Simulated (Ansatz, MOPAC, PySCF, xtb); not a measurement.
Noncovalent pair: aminoborane (SMILES BN) (first 6 atoms) with aminoborane (SMILES BN); geometry from B3LYP-D3(BJ)/def2-TZVP, rigid monomers moved along the line of their centres of mass till H5···N8 is 4.32 Å.
(charge 0, multiplicity 1):
```xyz
12

B     -0.784     0.355    -0.291
N      0.430    -0.199     0.078
H     -1.089     0.405    -1.442
H     -1.509     0.781     0.560
H      0.731    -0.270     1.038
H      1.086    -0.580    -0.585
B      0.349    -0.766     5.974
N      0.087     0.397     5.260
H     -0.362    -1.710     5.820
H      1.289    -0.794     6.708
H      0.630     1.240     5.361
H     -0.703     0.507     4.643
```

Interaction energies are E(AB) − E(A) − E(B) at the monomers' geometry in the complex; basis-set methods are counterpoise corrected. Rows marked so take none.

Cores are frozen in the correlated methods. Rows in 3-21G, 6-31G* carry no dispersion term and start afresh at each structure (6-31G* with six Cartesian d functions). MP2/6-31G* freezes PySCF's default core. The state reached by AM1 isn't checked.

Codes used: Ansatz (an electronic-structure program); MOPAC for AM1 (differences of heats of formation); PySCF for 3-21G rows, 6-31G* rows, the dispersion terms; xtb for the GFN methods. 

| level | interaction energy (kcal/mol) |
|---|---|
| AM1 | -0.12 |
| GFN1-xTB | -0.29 |
| HF/3-21G (no counterpoise) | -0.30 |
| PBE-D3(BJ)/def2-TZVPPD | [?] |
| r2SCAN-D4/def2-TZVPPD | -0.42 |
| B3LYP/3-21G (no counterpoise) | -0.30 |
| B3LYP/def2-TZVPPD | [?] |
| MP2/6-31G* (no counterpoise) | -0.42 |
| SCS-MP2/aug-cc-pVDZ | -0.39 |

Task: Some entries are withheld; supply them.

Result: 
- PBE-D3(BJ)/def2-TZVPPD, interaction energy (kcal/mol): -0.49
- B3LYP/def2-TZVPPD, interaction energy (kcal/mol): -0.23
